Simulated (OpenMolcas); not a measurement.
Cr3+ with 4 ligands (fluoride) in tetrahedral coordination (Td). A charge of +0.25 e stands 3.2 Å behind each ligand. Ligand basis ANO-RCC-VDZP.

| Quantity | Value |
| --- | --- |
| Program | OpenMolcas |
| Method | SS-CASPT2, IPEA 0.25 Eh, imaginary shift 0.1 Eh (closed shells correlated: 3s 3p and the ligand valence shells) |
| Basis | ANO-RCC-VDZP [5s4p2d1f] |
| Scalar Hamiltonian | DKH2, point nucleus |
| Active space | 3 electrons in 5 orbitals (3d) |
| State averaging | 2S+1 = 4 even, 10 roots; 2S+1 = 2 even, 40 roots |
| Spin-orbit coupling | state interaction with AMFI integrals over the reference wave functions |

All ligands move together. At R = 1.74 Å the first state of the same spin is 7870 cm-1, and at R = 1.84 Å it is 6190 cm-1.

Task: A third run gives 6940 cm-1. What distance was it run at?

Result: With a power law R^-n the two known points give n = -ln(6190 / 7870) / ln(1.84 / 1.74) = 4.30. Then R = 1.74 × (7870 / 6940)^(1/4.30) = 1.792 Å. The run was at 1.79 Å, so the estimate is off by +0.002 Å.

Roots that are degenerate in the reference are averaged as groups; the widest CASPT2 spread within a group is 620 cm-1 (the 3-fold group of multiplicity 4 near 6190 cm-1 above the lowest state of its run, R = 1.84). Shifts and gaps below about the spread of the groups concerned are not significant. An orbital triplet at a regular site is open to Jahn-Teller coupling, which can distort the site and quench the lowest spin-orbit gaps and is left out. Ligand-to-metal charge-transfer states are missing. These CASPT2 states fit no ligand-field parameters well, so their order and spin gaps are uncertain. With no ligand orbital active B as a rule stays too high, so bands that hang on it stand too high and its fall with covalency is understated. With one d shell and no ligand orbital active, 10Dq can be off by a tenth or more. No measured value stands beside these numbers; the geometry was imposed, not optimised, and the real ion may take another.
